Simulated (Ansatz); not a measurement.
**Which is lower?**

The two ends of one reaction step of SiH5O3F, closed shell (PBE0-D4/def2-TZVP).

A:

Si1  (0.251, -0.332, 0.771)
H2  (-0.701, 1.594, -1.969)
O3  (0.461, -1.810, 1.400)
O4  (-1.240, -0.030, 0.188)
O5  (1.291, -0.104, -0.448)
H6  (-0.240, 1.966, -2.426)
F7  (0.515, 0.649, 1.987)
H8  (0.568, -2.539, 0.787)
H9  (-1.962, 0.050, 0.813)
H10  (1.057, 0.557, -1.102)
(Å)

B:

```xyz
10
angstrom
Si 0.3619 -0.2791 -0.2862
H 0.5347 1.1774 -0.5495
O 1.4463 -0.5612 0.8918
O -1.1948 -0.5912 0.0874
O 0.7204 -1.1966 -1.5840
H -0.5504 2.1887 0.6191
F -1.3017 2.1482 1.1617
H 1.6298 -1.4704 1.1347
H -1.6308 0.0425 0.6652
H -0.0154 -1.4580 -2.1401
```

Program: Ansatz 0.2.0. Basis: def2-TZVPP. Cores are frozen in the correlated methods. B3LYP uses VWN-RPA correlation.

Task: Which structure is lower at CCSD(T), and by how much? (Judge from chemistry; the value comes from the calculation.)

Result: The calculation gives: A, by 30.42 kcal/mol (electronic energy, against the other). By their contacts, A is a complex of SiH₃O₃F ([OH][Si]([OH])([OH])[F]) + H₂ and B is a complex of SiH₄O₃ ([OH][SiH]([OH])[OH]) + HF.

All methods give the same order:

```tsv
method	E(B) − E(A) (kcal/mol)
SPW92	26.51
PBE-D4	27.50
BLYP-D4	29.66
r2SCAN-D4	31.39
B97M-V	31.36
PBE0-D4	28.59
B3LYP-D4	30.33
r2SCAN0-D4	31.41
BHLYP-D4	31.60
CAM-B3LYP-D4	30.68
wB97X-V	30.17
wB97M-V	30.40
B2PLYP	30.63
PBE-QIDH	30.03
RPA on PBE	30.19
HF	33.25
MP2	30.93
CCSD	30.64
CCSD(T)	30.42
```

The T1 diagnostic stays at or below 0.012.

Labels in which every atom is bracketed show which atoms are joined, not bond orders.

For scale, one of the runs: CCSD(T)/def2-TZVPP, 236 basis functions, launched by `ansatz run in.yaml --threads 4 --pin off --events-out ev --progress --plain --max-ram 9574MiB`. Hardware: 4 CPU threads of an Arm Neoverse V1, shared host. Wall time 2.6 min; peak host memory 4.7 GiB.
